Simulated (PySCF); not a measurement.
## Excited states of SMILES C[Se]C#CC=O, C4H4OSe

The calculation used TDDFT PBE0/def2-SVPD excited states, vertical, gas phase in PySCF 2.14.0. Geometry: GFN2-xTB.

Input:
```
{"job": {"kind": "states", "xc": "PBE0", "basis": "def2-SVPD", "tpa": true, "nstates": 6, "nquad": 5, "ntriplets": 0}, "charge": 0, "multiplicity": 1}
C     -2.329801    -0.131249    -0.123775
Se    -1.096958    -1.654315    -0.035047
C      0.435552    -0.718998    -0.142257
C      1.500278    -0.135368    -0.211647
C      2.720166     0.577220    -0.294460
O      2.839480     1.773953    -0.387857
H     -3.339410    -0.528955    -0.061066
H     -2.186235     0.388013    -1.067775
H     -2.133164     0.534220     0.712733
H      3.598976    -0.099868    -0.264218
```
Coordinates are in Å.

Command: `OMP_NUM_THREADS=1 python excited_run.py task.json out`

Problem. Show the output.

Solution. H and L stand for HOMO and LUMO.
```
coarse grid: 43120 points
cycle   1  E = -2630.3924349158  dE =  5.025e-03  |g| = 7.626e-01  |ddm| = 5.581e+00
cycle   2  E = -2629.8707242513  dE =  5.217e-01  |g| = 1.719e+00  |ddm| = 4.074e+00
cycle   3  E = -2630.5099600465  dE = -6.392e-01  |g| = 1.701e-01  |ddm| = 2.957e+00
cycle   4  E = -2630.5148620720  dE = -4.902e-03  |g| = 1.050e-01  |ddm| = 3.981e-01
cycle   5  E = -2630.5174590286  dE = -2.597e-03  |g| = 3.786e-02  |ddm| = 1.937e-01
cycle   6  E = -2630.5177614125  dE = -3.024e-04  |g| = 1.205e-02  |ddm| = 7.170e-02
cycle   7  E = -2630.5178018024  dE = -4.039e-05  |g| = 2.904e-03  |ddm| = 2.473e-02
cycle   8  E = -2630.5178038867  dE = -2.084e-06  |g| = 9.596e-04  |ddm| = 5.994e-03
final grid: 90608 points
cycle   9  E = -2630.5178250867  dE =  3.382e-07  |g| = 1.566e-03  |ddm| = 6.659e-03
cycle  10  E = -2630.5178234892  dE =  1.598e-06  |g| = 3.074e-03  |ddm| = 5.205e-03
cycle  11  E = -2630.5178256506  dE = -2.161e-06  |g| = 4.037e-04  |ddm| = 3.757e-03
cycle  12  E = -2630.5178256909  dE = -4.038e-08  |g| = 5.109e-05  |ddm| = 6.230e-04
cycle  13  E = -2630.5178256916  dE = -6.225e-10  |g| = 1.470e-05  |ddm| = 7.846e-05
converged SCF energy = -2630.5178256916

Singlet excitations
state   eV       nm        f     d(h-e)  d(exc)  Lambda  PR(NTO)  |dmu|/D   mu/D   delta(TPA)   sigma/GM   main configurations
  1   3.8356   323.2   0.00033   1.297   2.684   0.461   1.003    3.129    0.940        0.06      0.000   H-1->L 0.98
  2   4.5268   273.9   0.00062   0.269   3.141   0.514   1.014    1.267    2.874        2.79      0.021   H->L+1 0.98
  3   4.5535   272.3   0.32225   1.878   3.612   0.623   1.301    3.876    7.838      845.81      6.425   H->L 0.92
  4   4.9625   249.8   0.00012   1.103   2.941   0.439   1.007    3.104    7.074        0.49      0.004   H-2->L 0.98
  5   5.8142   213.2   0.00181   3.482   4.459   0.242   1.019    8.641    4.704       15.22      0.188   H-1->L+1 0.95
  6   5.8996   210.2   0.00909   1.270   3.583   0.447   1.033                                            H->L+2 0.91
```

The calculation is non-relativistic, which matters for the atoms heavier than Zn.

It took 27 s wall time on 1 thread of an Arm Neoverse V2, shared host, peak memory 0.64 GiB.
